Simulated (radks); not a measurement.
Effect of the nuclear size on neutral chlorine, [Ne] 3s2 3p5. All-electron calculation, Dirac Kohn-Sham, PBE, spin-unpolarised, spherical densities, finite nucleus; open shells fill j = l - 1/2 first; Fermi nuclear charge, rms radius 3.3654 fm. Program: a radial shooting solver on a logarithmic mesh with Libxc functionals. The rms radius is varied about that value; shifts are against it.

| rms radius (fm) | total energy shift (eV) | density at nucleus (e/bohr^3) | 1s1/2 shift (meV) | 2s1/2 shift (meV) |
|---|---|---|---|---|
| 2.8 | -0.00432 | 3606 | -1.82 | -0.133 |
| 3.2442 | -0.000992 | 3596 | -0.417 | -0.031 |
| 3.3654 | 0 | 3593 | 0.000 | 0.000 |
| 3.6717 | 0.00267 | 3587 | 1.12 | 0.082 |
| 3.7154 | 0.00307 | 3586 | 1.29 | 0.095 |

Slopes of the eigenvalues against <r^2> in GHz/fm^2, as finite differences over the two radii next to the reference (eigenvalue slopes, not the field-shift constants of lines): 1s1/2 126, 2s1/2 9.23.
